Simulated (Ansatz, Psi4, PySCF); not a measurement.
C3H9Ge, doublet, geometry from GFN2-xTB, atoms displaced at random by about 0.08 Å a coordinate. Base run: HF/STO-3G, gradient in PySCF.

PySCF was given this input:
```python
from pyscf import gto, scf

mol = gto.M(
    atom='''
C    -0.38154116    1.84179759   -0.22593202
Ge   -0.01881021   -0.20597630    0.24434493
C     1.75892789   -0.36042695   -0.27490363
C    -1.30993569   -1.08839398   -0.76498550
H    -0.09657387    1.78639197   -1.21905616
H     0.31572334    2.50876955    0.36748481
H    -1.44571320    2.18148932   -0.02763764
H     1.83207336   -0.30421091   -1.31837467
H     2.03218528   -1.55272516    0.04336525
H     2.48624126    0.15147441    0.19235122
H    -1.00333907   -0.94592027   -1.88393725
H    -1.26896494   -2.27068796   -0.70987599
H    -2.29533093   -0.77588253   -0.69888417
''',
    basis='sto-3g',
    spin=1,
    verbose=4,
)

mf = scf.UHF(mol)
mf.kernel()
g = mf.nuc_grad_method()
grad = g.kernel()
```

Programs used: Ansatz (a quantum-chemistry and plane-wave program), Psi4, PySCF; a row that names a program was run with it.

The coordinate followed is z of atom 12.

Variants of this job, named by their change:

```tsv
change	dE/dx (Eh/bohr)	net force (Eh/bohr)
base	-0.008647	0.000000
code = psi4	-0.008645	0.000000
code = ansatz	-0.008647	0.000000
finite difference step (bohr) = 1e-3; conv_tol = 1e-11	-0.008647	-
conv_tol = 1e-4	-0.008638	0.000000
density fitting = on; auxbasis_response = off	-0.008644	0.001133
conv_tol = 1e-6	-0.008646	0.000000
finite difference step (bohr) = 0.05; conv_tol = 1e-11	-0.008642	-
density fitting = on	-0.008645	0.000000
conv_tol = 1e-11	-0.008647	0.000000
finite difference step (bohr) = 1e-4; conv_tol = 1e-11	-0.008647	-
finite difference step (bohr) = 0.01; conv_tol = 1e-11	-0.008647	-
```

The net force is zero for an exact gradient.

Open shells are given as the SCF converged; they aren't shown to be the lowest states, and a large step between rows can be another state.
